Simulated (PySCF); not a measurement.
benzenedithiol (C6H6S2), singlet, geometry from GFN2-xTB; DF-M062X/def2-SV(P) run with PySCF.

Here is a job for PySCF.
```python
from pyscf import gto, scf, dft

mol = gto.Mole()
mol.atom = '''
    S    -3.141169   -0.262647   -0.092957
    C    -1.381954   -0.098927   -0.045531
    C    -0.750859    1.100205   -0.346407
    C     0.627241    1.188264   -0.298051
    C     1.383098    0.077758    0.051492
    S     3.147836    0.139215    0.127717
    C     0.750433   -1.123790    0.352959
    C    -0.624279   -1.211633    0.304722
    H    -3.391638    0.994030   -0.456510
    H    -1.330370    1.970300   -0.619606
    H     1.109087    2.126179   -0.534008
    H     3.261283    1.419147   -0.223067
    H     1.342187   -1.984362    0.624151
    H    -1.119309   -2.141650    0.537780
'''
mol.basis = 'def2-sv(p)'
mol.charge = 0
mol.spin = 0
mol.verbose = 4
mol.build()

mf = dft.RKS(mol)
mf.xc = 'm062x'
mf.damp = 0.5
mf.diis_start_cycle = 5
mf = mf.density_fit(auxbasis='def2-universal-jkfit')
mf.kernel()
mf.analyze()
```

What the program printed (banner, timings and long lists left out):

```
PySCF version 2.14.0

[INPUT] verbose = 4
[INPUT] num. atoms = 14
[INPUT] num. electrons = 74
[INPUT] charge = 0
[INPUT] spin (= nelec alpha-beta = 2S) = 0
[INPUT] symmetry False subgroup None
[INPUT] Mole.unit = angstrom
[INPUT] Symbol           X                Y                Z      unit          X                Y                Z       unit  Magmom
[INPUT]  1 S     -3.141169000000  -0.262647000000  -0.092957000000 AA   -5.935949120974  -0.496330897439  -0.175663271361 Bohr   0.0
[INPUT]  2 C     -1.381954000000  -0.098927000000  -0.045531000000 AA   -2.611514576747  -0.186944936325  -0.086041120178 Bohr   0.0
[INPUT]  3 C     -0.750859000000   1.100205000000  -0.346407000000 AA   -1.418917868165   2.079086130877  -0.654614357632 Bohr   0.0
[INPUT]  4 C      0.627241000000   1.188264000000  -0.298051000000 AA    1.185313704098   2.245493523680  -0.563234761153 Bohr   0.0
[INPUT]  5 C      1.383098000000   0.077758000000   0.051492000000 AA    2.613676423434   0.146941323994   0.097305777606 Bohr   0.0
[INPUT]  6 S      3.147836000000   0.139215000000   0.127717000000 AA    5.948547925046   0.263078222431   0.241350151451 Bohr   0.0
[INPUT]  7 C      0.750433000000  -1.123790000000   0.352959000000 AA    1.418112844836  -2.123655321525   0.666995843200 Bohr   0.0
[INPUT]  8 C     -0.624279000000  -1.211633000000   0.304722000000 AA   -1.179716335317  -2.289654533485   0.575841124130 Bohr   0.0
[INPUT]  9 H     -3.391638000000   0.994030000000  -0.456510000000 AA   -6.409266933668   1.878444459601  -0.862678873125 Bohr   0.0
[INPUT] 10 H     -1.330370000000   1.970300000000  -0.619606000000 AA   -2.514034944338   3.723327383231  -1.170885645137 Bohr   0.0
[INPUT] 11 H      1.109087000000   2.126179000000  -0.534008000000 AA    2.095870678315   4.017896001802  -1.009128868327 Bohr   0.0
[INPUT] 12 H      3.261283000000   1.419147000000  -0.223067000000 AA    6.162931684700   2.681799160498  -0.421535537428 Bohr   0.0
[INPUT] 13 H      1.342187000000  -1.984362000000   0.624151000000 AA    2.536365837952  -3.749900711994   1.179474450373 Bohr   0.0
[INPUT] 14 H     -1.119309000000  -2.141650000000   0.537780000000 AA   -2.115187458761  -4.047131954675   1.016256915269 Bohr   0.0

nuclear repulsion = 458.266513331787
number of shells = 64
number of NR pGTOs = 240
number of NR cGTOs = 132
basis = def2-sv(p)
ecp = {}

******** <class 'pyscf.df.df_jk.DFRKS'> ********
method = DFRKS
initial guess = minao
damping factor = 0.5
level_shift factor = 0
DIIS = <class 'pyscf.scf.diis.CDIIS'>
diis_start_cycle = 5
diis_space = 8
diis_damp = 0
SCF conv_tol = 1e-09
SCF conv_tol_grad = None
SCF max_cycles = 50
direct_scf = False
XC library pyscf.dft.libxc version 7.1.2
    S. Lehtola, C. Steigemann, M. J. T. Oliveira, and M. A. L. Marques,  SoftwareX 7, 1–5 (2018)
XC functionals = m062x
    Y. Zhao and D. G. Truhlar,  Theor. Chem. Acc. 120, 215 (2008)
    Y. Zhao and D. G. Truhlar,  Theor. Chem. Acc. 120, 215 (2008)
radial grids:
    Treutler-Ahlrichs [JCP 102, 346 (1995); DOI:10.1063/1.469408] (M4) radial grids

becke partition: Becke, JCP 88, 2547 (1988); DOI:10.1063/1.454033
pruning grids: <function nwchem_prune>
grids dens level: 3
symmetrized grids: False
atomic radii adjust function: <function treutler_atomic_radii_adjust>
small_rho_cutoff = 0
Set gradient conv threshold to 3.16228e-05
Initial guess from minao.
tot grids = 181320
******** <class 'pyscf.df.df.DF'> ********
auxbasis = def2-universal-jkfit
init E= -1029.77026437709
  HOMO = -0.231766102156667  LUMO = -0.0596330884224798  gap/eV = 4.68398
cycle= 1 E= -1028.01719551742  delta_E= 1.75  |g|= 0.313  |ddm|= 4.83
  HOMO = -0.238427248023019  LUMO = -0.0160081557788612  gap/eV = 6.05233
cycle= 2 E= -1028.04753623492  delta_E= -0.0303  |g|= 0.119  |ddm|= 0.444
  HOMO = -0.24439184754996  LUMO = -0.000517688708187691  gap/eV = 6.63615
cycle= 3 E= -1028.05216200088  delta_E= -0.00463  |g|= 0.063  |ddm|= 0.176
  HOMO = -0.248811675307573  LUMO = 0.00684004910984592  gap/eV = 6.95664
cycle= 4 E= -1028.0534625716  delta_E= -0.0013  |g|= 0.0353  |ddm|= 0.093
  HOMO = -0.253415419120762  LUMO = 0.0142522188305301  gap/eV = 7.28361
cycle= 5 E= -1028.0540599185  delta_E= -0.000597  |g|= 0.00579  |ddm|= 0.108
  HOMO = -0.253583818862295  LUMO = 0.0142947093798602  gap/eV = 7.28935
cycle= 6 E= -1028.05407739264  delta_E= -1.75e-05  |g|= 0.00204  |ddm|= 0.0205
  HOMO = -0.253495838607706  LUMO = 0.014398478471314  gap/eV = 7.28978
cycle= 7 E= -1028.05407761169  delta_E= -2.19e-07  |g|= 0.00221  |ddm|= 0.00617
  HOMO = -0.253528772425521  LUMO = 0.014368475568872  gap/eV = 7.28986
cycle= 8 E= -1028.05407902507  delta_E= -1.41e-06  |g|= 0.000193  |ddm|= 0.00284
  HOMO = -0.253550195597591  LUMO = 0.0143589793895238  gap/eV = 7.29018
cycle= 9 E= -1028.05407903839  delta_E= -1.33e-08  |g|= 5.4e-05  |ddm|= 0.000452
  HOMO = -0.253545869140636  LUMO = 0.0143652368577625  gap/eV = 7.29023
cycle= 10 E= -1028.0540790396  delta_E= -1.21e-09  |g|= 2.81e-05  |ddm|= 0.00013
  HOMO = -0.253548112972447  LUMO = 0.014362452629423  gap/eV = 7.29022
cycle= 11 E= -1028.05407903987  delta_E= -2.63e-10  |g|= 6.58e-06  |ddm|= 5.45e-05
  HOMO = -0.25354815773981  LUMO = 0.0143627662213701  gap/eV = 7.29023
Extra cycle  E= -1028.05407903987  delta_E= -4.77e-12  |g|= 6.58e-06  |ddm|= 1.58e-05
converged SCF energy = -1028.05407903987
**** SCF Summaries ****
Total Energy =                       -1028.054079039871112
Nuclear Repulsion Energy =             458.266513331787053
One-electron Energy =                -2321.581319686316874
Two-electron Energy =                  835.260727314658766
Two-electron Coulomb Energy =          921.315872173159732
DFT Exchange-Correlation Energy =      -86.055144858500952
HOMO-LUMO gap [eV] =                     7.290227570882527
**** MO energy ****
MO #1   energy= -89.903798494176   occ= 2
MO #2   energy= -89.903761729777   occ= 2
MO #3   energy= -10.593220375133   occ= 2
MO #4   energy= -10.5931923165397  occ= 2
MO #5   energy= -10.5678307134745  occ= 2
MO #6   energy= -10.5671424718134  occ= 2
MO #7   energy= -10.5658906326592  occ= 2
MO #8   energy= -10.5651884097966  occ= 2
MO #9   energy= -8.27122510350236  occ= 2
MO #10  energy= -8.27120075816736  occ= 2
MO #11  energy= -6.19458008448421  occ= 2
MO #12  energy= -6.19455620837587  occ= 2
MO #13  energy= -6.19188948873993  occ= 2
MO #14  energy= -6.1918670547581   occ= 2
MO #15  energy= -6.18729150185095  occ= 2
MO #16  energy= -6.18726805960121  occ= 2
MO #17  energy= -0.98233910941718  occ= 2
MO #18  energy= -0.908119652008339 occ= 2
MO #19  energy= -0.854142161146977 occ= 2
MO #20  energy= -0.841836622459399 occ= 2
MO #21  energy= -0.766378055186854 occ= 2
MO #22  energy= -0.708619088858911 occ= 2
MO #23  energy= -0.67121727997226  occ= 2
MO #24  energy= -0.589712941629173 occ= 2
MO #25  energy= -0.553640884060103 occ= 2
MO #26  energy= -0.539177973921475 occ= 2
MO #27  energy= -0.509659364722387 occ= 2
MO #28  energy= -0.496329404305349 occ= 2
MO #29  energy= -0.471945020273357 occ= 2
MO #30  energy= -0.450789076956388 occ= 2
MO #31  energy= -0.43179388869551  occ= 2
MO #32  energy= -0.411044456138896 occ= 2
MO #33  energy= -0.391027436657414 occ= 2
MO #34  energy= -0.389678075832375 occ= 2
MO #35  energy= -0.32562938777305  occ= 2
MO #36  energy= -0.316998223500605 occ= 2
MO #37  energy= -0.25354815773981  occ= 2
MO #38  energy= 0.0143627662213701 occ= 0
MO #39  energy= 0.0212235352373495 occ= 0
MO #40  energy= 0.0480322702451641 occ= 0
MO #41  energy= 0.0652828748622016 occ= 0
MO #42  energy= 0.108783277051908  occ= 0
MO #43  energy= 0.127272204859623  occ= 0
MO #44  energy= 0.13795732032198   occ= 0
MO #45  energy= 0.160429329243799  occ= 0
 ** Mulliken pop on meta-lowdin orthogonal AOs  **
 ** Mulliken pop  **
 ** Mulliken atomic charges  **
charge of    0S =     -0.00814
charge of    1C =     -0.06270
charge of    2C =     -0.10884
charge of    3C =     -0.10895
charge of    4C =     -0.06273
charge of    5S =     -0.00815
charge of    6C =     -0.10353
charge of    7C =     -0.10363
charge of    8H =      0.07359
charge of    9H =      0.10146
charge of   10H =      0.10141
charge of   11H =      0.07362
charge of   12H =      0.10832
charge of   13H =      0.10827
Dipole moment(X, Y, Z, Debye): -0.09247,  1.71385, -0.48268
```
